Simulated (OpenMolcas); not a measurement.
## Er2+: moving or changing the point charges

Er2+ among 6 point charges of -2 e arranged as a tetragonal octahedron (D4h), 3.22 Å from the ion, with the axial distance 2.866 Å.
```
   3.2200    0.0000    0.0000  -2.00
   0.0000    3.2200    0.0000  -2.00
  -3.2200    0.0000    0.0000  -2.00
   0.0000   -3.2200    0.0000  -2.00
   0.0000    0.0000    2.8658  -2.00
   0.0000    0.0000   -2.8658  -2.00
```

```
Program             : OpenMolcas 26.06
Method              : SS-CASPT2, IPEA 0.25 Eh, imaginary shift 0.1 Eh (closed shells correlated: 5s 5p)
Basis               : ANO-RCC-VTZP [8s7p5d3f2g1h]
Scalar Hamiltonian  : DKH2, point nucleus
Active space        : 12 electrons in 7 orbitals (4f)
State averaging     : 2S+1 = 3 even, 21 roots; 2S+1 = 1 even, 27 roots kept (CI in the orbitals of an earlier block)
Spin-orbit coupling : state interaction with AMFI integrals over the reference wave functions
```

Runs around this geometry, states (labels of D4, the rotations of D4h). Energies in cm-1 above the lowest state or level, χT in cm3 K/mol.

| R (Å) | q (e) | Ground state | First state of that spin | First gap with spin-orbit (degeneracies) | Width of lowest J | χT at 300 K |
| --- | --- | --- | --- | --- | --- | --- |
| 2.76 | -1 | 3E | 3E 160 | 18 (1, 2) | 600 | 7.071 |
| 3 | -2 | 3E | 3E 74 | 1 (1, 1) | 830 | 7.068 |
| 3.22 | -2 | 3E | 3E 53 | 5 (1, 2) | 646 | 7.088 |

Taking the width of the lowest J multiplet as R^-n, n = -ln(646 / 830) / ln(3.22 / 3) = 3.5 between the shortest and longest distance.

This is an electrostatic model: the charges have no orbitals. No measured value stands beside these numbers.
